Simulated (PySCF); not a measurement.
lead atom (Pb), triplet (core potentials on Pb); B3LYP/def2-SV(P) run with PySCF.

Input for PySCF:
```python
from pyscf import gto, scf, dft

mol = gto.M(
    atom='''
Pb    0.00000000    0.00000000    0.00000000
''',
    basis='def2-sv(p)',
    ecp={'Pb': 'def2-sv(p)'},
    spin=2,
    verbose=4,
)

mf = dft.UKS(mol)
mf.xc = 'b3lyp'
mf.kernel()
```

The log (banner, timings and long lists left out):

```
PySCF version 2.14.0

[INPUT] verbose = 4
[INPUT] num. atoms = 1
[INPUT] num. electrons = 22
[INPUT] charge = 0
[INPUT] spin (= nelec alpha-beta = 2S) = 2
[INPUT] symmetry False subgroup None
[INPUT] Mole.unit = angstrom
[INPUT] Symbol           X                Y                Z      unit          X                Y                Z       unit  Magmom
[INPUT]  1 Pb     0.000000000000   0.000000000000   0.000000000000 AA    0.000000000000   0.000000000000   0.000000000000 Bohr   0.0

nuclear repulsion = 0
number of shells = 10
number of NR pGTOs = 61
number of NR cGTOs = 26
basis = def2-sv(p)
ecp = {'Pb': 'def2-sv(p)'}

******** <class 'pyscf.dft.uks.UKS'> ********
method = UKS
initial guess = minao
damping factor = 0
level_shift factor = 0
DIIS = <class 'pyscf.scf.diis.CDIIS'>
diis_start_cycle = 1
diis_space = 8
diis_damp = 0
SCF conv_tol = 1e-09
SCF conv_tol_grad = None
SCF max_cycles = 50
direct_scf = True
direct_scf_tol = 1e-13
number electrons alpha = 12  beta = 10
XC library pyscf.dft.libxc version 7.1.2
    S. Lehtola, C. Steigemann, M. J. T. Oliveira, and M. A. L. Marques,  SoftwareX 7, 1–5 (2018)
XC functionals = b3lyp
    P. J. Stephens, F. J. Devlin, C. F. Chabalowski, and M. J. Frisch,  J. Phys. Chem. 98, 11623 (1994)
radial grids:
    Treutler-Ahlrichs [JCP 102, 346 (1995); DOI:10.1063/1.469408] (M4) radial grids

becke partition: Becke, JCP 88, 2547 (1988); DOI:10.1063/1.454033
pruning grids: <function nwchem_prune>
grids dens level: 3
symmetrized grids: False
atomic radii adjust function: <function treutler_atomic_radii_adjust>
small_rho_cutoff = 0
Set gradient conv threshold to 3.16228e-05
tot grids = 23232
init E= -169.203052916232

cycle= 1 E= -192.43298624256  delta_E= -23.2  |g|= 0.963  |ddm|= 9.22
cycle= 2 E= -192.674632204617  delta_E= -0.242  |g|= 0.742  |ddm|= 3.49
cycle= 3 E= -192.900816884967  delta_E= -0.226  |g|= 0.0235  |ddm|= 1.18
cycle= 4 E= -192.901275421769  delta_E= -0.000459  |g|= 0.00303  |ddm|= 0.0827
cycle= 5 E= -192.90128214792  delta_E= -6.73e-06  |g|= 0.000299  |ddm|= 0.0119
cycle= 6 E= -192.901282209454  delta_E= -6.15e-08  |g|= 9.17e-06  |ddm|= 0.000922
cycle= 7 E= -192.901282209502  delta_E= -4.85e-11  |g|= 4.11e-07  |ddm|= 3.34e-05
Extra cycle  E= -192.901282209504  delta_E= -1.93e-12  |g|= 3.34e-07  |ddm|= 5.01e-06
converged SCF energy = -192.901282209504  <S^2> = 2.0016166  2S+1 = 3.0010775
```
